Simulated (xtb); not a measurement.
F2In (SMILES [F][In][F]), doublet, at a GFN2-xTB geometry (such geometries of metal compounds can be far from the true shape) (the spin is typed, not shown lowest); xtb with GFN2-xTB.

Input for xtb:
```
$ xtb mol.xyz --gfn 2 --uhf 1 --hess --json

# file mol.xyz
3

In     0.21583697     0.08578411     0.06613032
F     -0.77175682     1.20938463    -1.45056227
F     -0.40335556    -1.67643143     1.09051942
```

The log (banner, timings and long lists left out):

```
   ID    Z sym.   atoms
    1   49 In     1
    2    9 F      2, 3

           -------------------------------------------------
          |                Calculation Setup                |
           -------------------------------------------------

           -------------------------------------------------
          |                 G F N 2 - x T B                 |
           -------------------------------------------------

          ...................................................
          :                      SETUP                      :
          :.................................................:
          :  # basis functions                  18          :
          :  # atomic orbitals                  17          :
          :  # shells                            7          :
          :  # electrons                        17          :
          :  max. iterations                   250          :
          :  Hamiltonian                  GFN2-xTB          :
          :  restarted?                      false          :
          :  GBSA solvation                  false          :
          :  PC potential                    false          :
          :  electronic temp.          300.0000000     K    :
          :  accuracy                    1.0000000          :
          :  -> integral cutoff          0.2500000E+02      :
          :  -> integral neglect         0.1000000E-07      :
          :  -> SCF convergence          0.1000000E-05 Eh   :
          :  -> wf. convergence          0.1000000E-03 e    :
          :  Broyden damping             0.4000000          :
          :  net charge                          0          :
          :  unpaired electrons                  1          :
          ...................................................

 iter      E             dE          RMSdq      gap      omega  full diag
   1    -10.7467014 -0.107467E+02  0.215E+01    6.81       0.0  T
   2    -10.7606604 -0.139590E-01  0.110E+01    7.25       1.0  T
   3    -10.7610322 -0.371762E-03  0.324E+00    6.80       1.0  T
   4    -10.7611526 -0.120377E-03  0.435E-01    6.73       1.0  T
   5    -10.7611585 -0.595559E-05  0.965E-02    6.78       1.0  T
   6    -10.7611677 -0.918089E-05  0.383E-02    6.80       1.5  T
   7    -10.7611684 -0.729716E-06  0.624E-03    6.80       9.2  T
   8    -10.7611684 -0.206797E-07  0.537E-03    6.80      10.7  T
   9    -10.7611685 -0.381773E-07  0.394E-03    6.80      14.6  T
[...]
         :: total energy             -10.760501481441 Eh    ::
[...]
          :  imag. cutoff                  -20.0000000 cm⁻¹ :
          :.................................................:

    mode    ω/cm⁻¹     T·S(HO)/kcal·mol⁻¹    T·S(FR)/kcal·mol⁻¹   T·S(vib)
   ------------------------------------------------------------------------
       1     56.65    -1.36278 ( 62.23%)    -1.01878 ( 37.77%)    -1.23283
       2    245.14    -0.52632 ( 99.83%)    -0.58540 (  0.17%)    -0.52642
       3    249.14    -0.51777 ( 99.84%)    -0.58060 (  0.16%)    -0.51788
   ------------------------------------------------------------------------

   temp. (K)  partition function   enthalpy   heat capacity  entropy
                                   cal/mol     cal/K/mol   cal/K/mol   J/K/mol
 298.15  VIB   8.62                 1130.821      5.137      7.638
         ROT  0.280E+05              888.752      2.981     23.333
         INT  0.242E+06             2019.573      8.118     30.971
         TR   0.183E+28             1481.254      4.968     40.963
         TOT                        3500.8272    13.0858    71.9342   300.9725

       T/K    H(0)-H(T)+PV         H(T)/Eh          T*S/Eh         G(T)/Eh
   ------------------------------------------------------------------------
    298.15    0.557892E-02    0.683403E-02    0.341782E-01   -0.273442E-01
   ------------------------------------------------------------------------

         :::::::::::::::::::::::::::::::::::::::::::::::::::::
         ::                  THERMODYNAMIC                  ::
         :::::::::::::::::::::::::::::::::::::::::::::::::::::
         :: total free energy         -10.787845689015 Eh   ::
         ::.................................................::
         :: total energy              -10.760501481440 Eh   ::
         :: zero point energy           0.001255106567 Eh   ::
         :: G(RRHO) w/o ZPVE           -0.028599314143 Eh   ::
         :: G(RRHO) contrib.           -0.027344207576 Eh   ::
         :::::::::::::::::::::::::::::::::::::::::::::::::::::

           -------------------------------------------------
          | TOTAL ENERGY              -10.760501481440 Eh   |
          | TOTAL ENTHALPY            -10.753667451566 Eh   |
          | TOTAL FREE ENERGY         -10.787845689015 Eh   |
          | GRADIENT NORM               0.000034423799 Eh/α |
          | HOMO-LUMO GAP               6.799523154326 eV   |
           -------------------------------------------------

normal termination of xtb
```
